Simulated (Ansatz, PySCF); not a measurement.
Complex: H2S (SMILES S) (first 3 atoms) with GeH4 (SMILES [GeH4]); geometry from B3LYP-D3(BJ)/def2-TZVP, rigid monomers moved along the line of their centres of mass till S1···Ge4 is 3.48 Å.
(charge 0, multiplicity 1):
```csv
atom,x (Å),y (Å),z (Å)
S,0.2669,1.8733,0.6899
H,-1.0639,1.8593,0.8654
H,0.2462,0.7260,-0.0072
Ge,-0.1318,-0.4598,3.2398
H,-0.9040,0.8164,3.6004
H,1.3708,-0.1631,3.1663
H,-0.6234,-0.9912,1.8846
H,-0.3913,-1.5292,4.3157
```

Monomers are frozen at their geometry in the pair; levels with a basis set take the counterpoise correction. Rows marked so take none.

Frozen-core correlation. Filled d and f shells under p-block atoms count as core. CBS(a, b) extrapolates the correlation energy as X⁻³ and adds the Hartree–Fock energy of set b. Rows in 6-31G*, LANL2DZ, STO-3G carry no dispersion term and start afresh at each structure (6-31G* with six Cartesian d functions); the Pople sets are all-electron and without relativity. LANL2DZ brings its own core potentials from Na on.

The values were computed with Ansatz (a program for electronic structure); PySCF for 6-31G* rows, LANL2DZ rows, STO-3G rows, the dispersion terms. Values without a source in brackets are computed.

```
level                                interaction energy (kJ/mol)
-----------------------------------  ---------------------------
HF/STO-3G (no counterpoise)                                  6.4
HF/def2-TZVPPD                                              12.5
r2SCAN/def2-TZVPPD                                           1.2
r2SCAN-D4/def2-TZVPPD                                       -0.3
B3LYP/LANL2DZ (no counterpoise)                              8.0
PBE0-D4/def2-TZVPPD                                         -1.7
M06-2X/6-31G* (no counterpoise)                             -4.7
CCSD/def2-TZVPPD                                             3.0
CCSD(T)/CBS(def2-SVPD, def2-TZVPPD)                          ___
```

Task: Fill in the missing entries.

Result: 
- CCSD(T)/CBS(def2-SVPD, def2-TZVPPD), interaction energy (kJ/mol): 0.6
